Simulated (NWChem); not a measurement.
DMF (C3H7NO); SMILES CN(C=O)C

```xyz
12

C      0.7765    -1.5710     0.0000
N      0.0231    -0.3487     0.0000
C     -1.4143    -0.4312     0.0000
C      0.6313     0.8689     0.0000
O      0.0683     1.9391     0.0000
H      1.8522    -1.3431     0.0000
H      0.5549    -2.1830     0.8922
H      0.5549    -2.1830    -0.8922
H     -1.8113     0.5920     0.0000
H     -1.7822    -0.9636    -0.8940
H     -1.7822    -0.9636     0.8940
H      1.7448     0.7720     0.0000
```
Atoms are numbered in this order, from 1.

All runs: NWChem. The geometry was optimised at PBE0/def2-SVP. B3LYP is NWChem's, with the RPA form of VWN correlation.

### Question
Predict the results for B3LYP/aug-cc-pVTZ. Quantities: highest occupied level (eV); orbital gap (eV); dipole (D).

### Answer
```yaml
highest occupied level (eV): -6.97
orbital gap (eV): 6.45
dipole (D): 3.98
```
